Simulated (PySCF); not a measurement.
Computed Raman spectrum (relative Raman activity) of a molecule C4H5FO. Geometry: B3LYP-D3(BJ)/def2-SVP. The values are those of a single conformer. All values below come from B3LYP-D3(BJ)/def2-SVP (PySCF). No scaling factor is applied to the harmonic values.

```
ν (cm⁻¹)  relative intensity
--------  ------------------
726                      5.9
931                      2.1
1019                     7.1
1047                     5.7
1058                     5.1
1186                     2.1
1329                      11
1408                     6.1
1467                     9.6
1840                     5.9
2913                      89
3132                     100
3234                      43
3242                      16
```

### Question
Which molecule gave these data?
A) O=CC1(F)CC1
B) O=C1CC[C@@H]1F
C) C=COC(=C)F
D) COC=C=CF

### Answer
A, O=CC1(F)CC1
